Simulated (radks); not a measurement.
The numbers below are computed, except where a source is named.
All-electron atom: Ag4+ in [Kr] 4d7 (the NIST ground configuration).

Code: a radial shooting solver on a logarithmic mesh with Libxc functionals. Model: non-relativistic Kohn-Sham, TPSS, spin-polarised, spherical densities, point nucleus; open shells are filled with parallel spins first (spin-orbit coupling, left out, can overturn this in heavy ions); meta-GGA in the generalised Kohn-Sham scheme; relativity is left out, which matters for an element this heavy.

Energy parts (eV):
total: -141378.233
kinetic: 141321.682
electron-nucleus: -334233.511
Hartree: 55457.791
exchange-correlation: -3924.194

Orbitals (lengths in bohr, moments of r in powers of bohr; <r^-3> diverges for s and p1/2; r(90%) holds 90 % of the orbital's charge):
1s down: occ. 1; eigenvalue (eV) -24613.46; r(90%) 0.0576; <r^4> 4.979e-06; <r^2> 0.001402
1s up: occ. 1; eigenvalue (eV) -24613.46; r(90%) 0.0576; <r^4> 4.979e-06; <r^2> 0.001402
2s up: occ. 1; eigenvalue (eV) -3600.223; r(90%) 0.216; <r^4> 0.0009135; <r^2> 0.02317
2s down: occ. 1; eigenvalue (eV) -3599.588; r(90%) 0.216; <r^4> 0.0009133; <r^2> 0.02316
2p up: occ. 3; eigenvalue (eV) -3351.956; r(90%) 0.195; <r^4> 0.0006043; <r^2> 0.01753; <r^-3> 3319
2p down: occ. 3; eigenvalue (eV) -3351.478; r(90%) 0.195; <r^4> 0.0006041; <r^2> 0.01753; <r^-3> 3320
3s up: occ. 1; eigenvalue (eV) -706.1644; r(90%) 0.559; <r^4> 0.04185; <r^2> 0.1656
3s down: occ. 1; eigenvalue (eV) -705.9316; r(90%) 0.559; <r^4> 0.04178; <r^2> 0.1655
3p up: occ. 3; eigenvalue (eV) -606.0297; r(90%) 0.560; <r^4> 0.04169; <r^2> 0.1613; <r^-3> 584.0
3p down: occ. 3; eigenvalue (eV) -605.6960; r(90%) 0.560; <r^4> 0.04161; <r^2> 0.1612; <r^-3> 583.6
3d up: occ. 5; eigenvalue (eV) -421.9840; r(90%) 0.546; <r^4> 0.03769; <r^2> 0.1421; <r^-3> 91.06
3d down: occ. 5; eigenvalue (eV) -421.3601; r(90%) 0.546; <r^4> 0.03757; <r^2> 0.1420; <r^-3> 91.01
4s up: occ. 1; eigenvalue (eV) -145.8783; r(90%) 1.34; <r^4> 1.411; <r^2> 0.9769
4s down: occ. 1; eigenvalue (eV) -143.0972; r(90%) 1.34; <r^4> 1.409; <r^2> 0.9750
4p up: occ. 3; eigenvalue (eV) -113.9139; r(90%) 1.45; <r^4> 1.896; <r^2> 1.114; <r^-3> 99.31
4p down: occ. 3; eigenvalue (eV) -111.0684; r(90%) 1.45; <r^4> 1.906; <r^2> 1.114; <r^-3> 99.85
4d up: occ. 5; eigenvalue (eV) -61.7182; r(90%) 1.81; <r^4> 4.572; <r^2> 1.640; <r^-3> 10.87
4d down: occ. 2; eigenvalue (eV) -58.9474; r(90%) 1.83; <r^4> 4.819; <r^2> 1.672; <r^-3> 10.79
5s up: occ. 0; eigenvalue (eV) -41.6848; r(90%) 3.19; <r^4> 44.52; <r^2> 5.595
5s down: occ. 0; eigenvalue (eV) -40.5347; r(90%) 3.23; <r^4> 47.16; <r^2> 5.761
5p up: occ. 0; eigenvalue (eV) -33.7213; r(90%) 3.59; <r^4> 71.25; <r^2> 7.061; <r^-3> 15.45
5p down: occ. 0; eigenvalue (eV) -32.8296; r(90%) 3.64; <r^4> 75.50; <r^2> 7.270; <r^-3> 14.61

The highest occupied level is 4d down at -58.947 eV. Virial ratio -V/T = 2.00040. The density falls to 0.001 e/bohr^3 at r = 2.88 bohr. The spin density at the nucleus is -1.2774 e/bohr^3 (1s -0.0074, 2s -0.8164, 3s 0.3377, 4s -0.7912). For comparison, the ionisation energy in NIST's Atomic Spectra Database is 65 eV (theoretical). In exact Kohn-Sham theory the highest level is minus the ionisation energy, but local and semilocal functionals leave it too shallow, through self-interaction and a potential that decays too fast; potentials with the right tail come closer.
